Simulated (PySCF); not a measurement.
N₂, charge -1, doublet, at a GFN2-xTB geometry (a state made from the parent by changing its charge; the spin is typed, not shown lowest) (in this run its highest filled SCF level lies above zero, so its values depend strongly on the basis, on diffuse functions most of all). Base run: CAMB3LYP/cc-pVDZ (PySCF).

The PySCF input:
```python
from pyscf import gto, scf, dft

mol = gto.M(
    atom='''
N    -0.000000   -0.000000   -0.605473
N     0.000000    0.000000    0.605473
''',
    basis='cc-pvdz',
    charge=-1,
    spin=1,
    verbose=3,
)

mf = dft.UKS(mol)
mf.xc = 'camb3lyp'
mf.kernel()
```

The base run was repeated with changes; each row names its change, and settings that it needs were set with it.

```json
[
 {"change": "base", "ΔE vs base (µEh)": "0.0", "grid points": "27808", "electrons on the grid": "15.00000"},
 {"change": "grids.prune = dft.gen_grid.sg1_prune", "ΔE vs base (µEh)": "-0.9", "grid points": "12624", "electrons on the grid": "14.99995"},
 {"change": "grids.radi_method = mura_knowles", "ΔE vs base (µEh)": "0.0", "grid points": "26512", "electrons on the grid": "15.00000"},
 {"change": "grids.atom_grid = (50, 194)", "ΔE vs base (µEh)": "1.5", "grid points": "12776", "electrons on the grid": "15.00000"},
 {"change": "grids.radi_method = gauss_chebyshev", "ΔE vs base (µEh)": "0.0", "grid points": "27376", "electrons on the grid": "15.00000"},
 {"change": "grids.level = 4", "ΔE vs base (µEh)": "-0.1", "grid points": "55752", "electrons on the grid": "15.00000"},
 {"change": "grids.level = 7", "ΔE vs base (µEh)": "-0.1", "grid points": "169816", "electrons on the grid": "15.00000"},
 {"change": "grids.level = 5", "ΔE vs base (µEh)": "0.0", "grid points": "84232", "electrons on the grid": "15.00000"},
 {"change": "grids.atom_grid = (150, 974)", "ΔE vs base (µEh)": "-0.1", "grid points": "152280", "electrons on the grid": "15.00000"},
 {"change": "grids.level = 0", "ΔE vs base (µEh)": "9518", "grid points": "2128", "electrons on the grid": "14.99601"},
 {"change": "grids.prune = off", "ΔE vs base (µEh)": "0.0", "grid points": "45304", "electrons on the grid": "15.00000"}
]
```

Open shells are given as the SCF converged; they aren't shown to be the lowest states, and a large step between rows can be another state.
